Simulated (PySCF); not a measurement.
Compound: C5H10Se.
Atom-mapped SMILES: `[CH3:1][CH2:2][Se:3][CH:4]1[CH2:5][CH2:6]1` (hydrogens: H7, H8, H9 on C1; H10, H11 on C2; H12 on C4; H13, H14 on C5; H15, H16 on C6)

Level of theory: PBE0-D3(BJ)/def2-SVP geometry optimisation, gas phase (PySCF 2.14.0).

(1) What internal coordinates does the optimisation give?

Results:

(1) 
```
               bond  length (bohr)
              C1–C2          2.862
             C2–Se3          3.693
             Se3–C4          3.627
       C4–C5, C4–C6          2.837
              C5–C6          2.829
C1–H7, C1–H8, C1–H9          2.081
     C2–H10, C2–H11          2.081
             C4–H12          2.068
     C5–H13, C6–H16          2.067
     C5–H14, C6–H15          2.066
```

Bonds in one row agree within 0.02 bohr and their mean is given. A selection of angles:
```
     angle  degrees
  C2–C1–H7    111.3
  H7–C1–H8    108.2
 C1–C2–Se3    114.4
 C1–C2–H10    111.5
Se3–C2–H10    104.3
Se3–C2–H11    107.3
H10–C2–H11    107.2
 C2–Se3–C4     97.8
 Se3–C4–C5    120.0
 Se3–C4–C6    118.3
Se3–C4–H12    114.4
  C5–C4–C6     59.8
 C5–C4–H12    117.1
  C4–C5–C6     60.1
 C4–C5–H13    117.6
 C4–C5–H14    117.5
 C6–C5–H13    118.7
 C6–C5–H14    117.6
H13–C5–H14    114.6
H15–C6–H16    114.5
```

Torsions: C1–C2–Se3–C4 67° (synclinal); C2–Se3–C4–C5 67° (synclinal); Se3–C4–C5–C6 107° (anticlinal); Se3–C4–C6–C5 -110° (anticlinal). The mirror-image conformer, all signs reversed, is as good.

The 3-membered ring C4–C5–C6 has internal angles of 59.8° to 60.1°. Of the pairs four or more bonds apart, C4···H9 is among the closest relative to their van der Waals radii: 2.95 Å, 102 % of the sum of Bondi's values. Se3 (selenium bonded to 2 C) is bent (angle 97.8°). The 2 C–Se bonds span 1.920 Å (Se3–C4, drawn single) to 1.954 Å (C2–Se3, drawn single), a spread of 0.034 Å.

Point group: C1 (no symmetry element, even within 0.4 Å). No PBE0-D3(BJ)/def2-SVP frequencies stand behind this structure, so it isn't proved a minimum. The numbers are those of one conformer.
